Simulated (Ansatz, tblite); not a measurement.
Cost and result up the ladder for Au₃S⁺ (4 atoms). The state is a singlet with charge 1. Geometry: r2SCAN-D4/def2-SVP.

```xyz
4

Au   -0.3437   -1.9308    0.2914
Au    1.2136    0.5197   -1.4805
Au   -0.1251    1.2083    1.5645
S    -0.7448    0.2028   -0.3754
```

Ansatz on 4 threads of Arm Neoverse V2 on a shared host; xTB runs through tblite on one thread. Times are rough, summed over both states, and most runs start from the orbitals of an earlier one. B2PLYP/def2-TZVP serves as the yardstick here, not as an exact answer. The other state is a quintet at its own geometry, which has other bonds, so the gap mixes isomer and spin.

In the def2 sets Au takes a core potential; there is no spin–orbit coupling. The xTB rows come from tblite. LC-ωPBE has ω = 0.4 bohr⁻¹. Correlated methods freeze 5 core orbitals; core or outer-core shells of Au are correlated, in sets that lack core-valence functions. At PBE0-D4/def2-TZVP a singlet of charge 1 lies 3.66 eV below the quintet, each at its own geometry. The structure comes from a short search, and lower isomers may exist.

Correlated methods converge slowly with the basis.

xTB has no spin-polarisation term.

| level | functions | quintet − singlet (eV) | difference from B2PLYP/def2-TZVP (eV) | remarks |
| --- | --- | --- | --- | --- |
| PBE-D4/def2-TZVP (with forces) | 157 | 3.24 | -0.39 | – |
| B2PLYP/def2-TZVP | 157 | 3.63 | 0.00 | test for broken spin undecided (singlet) |
| LC-ωPBE/def2-TZVP | 157 | 4.17 | 0.54 | – |
| GFN2-xTB | 36 | 4.83 | 1.20 | – |
| ωB97X-V/def2-TZVP | 157 | 4.23 | 0.60 | – |
| LDA (SPW92)/def2-TZVP | 157 | 3.28 | -0.34 | – |
| GFN1-xTB | 36 | 2.38 | -1.25 | – |
| RPA@PBE/def2-TZVP | 157 | 3.44 | -0.19 | – |
| BLYP-D4/def2-TZVP | 157 | 3.09 | -0.54 | – |
| r2SCAN-D4/def2-TZVP | 157 | 3.14 | -0.49 | – |
| PBE0-D4/def2-TZVP | 157 | 3.66 | 0.03 | – |

Task: Estimate how long each takes.

Result: GFN2-xTB 0.007 s; GFN1-xTB 0.009 s; LDA (SPW92)/def2-TZVP 2.3 s; PBE-D4/def2-TZVP (with forces) 4.8 s; BLYP-D4/def2-TZVP 5.1 s; PBE0-D4/def2-TZVP 7.6 s; RPA@PBE/def2-TZVP 9.5 s; r2SCAN-D4/def2-TZVP 11 s; B2PLYP/def2-TZVP 11 s; LC-ωPBE/def2-TZVP 12 s; ωB97X-V/def2-TZVP 39 s. On shared hardware such times vary by a factor of up to 3.
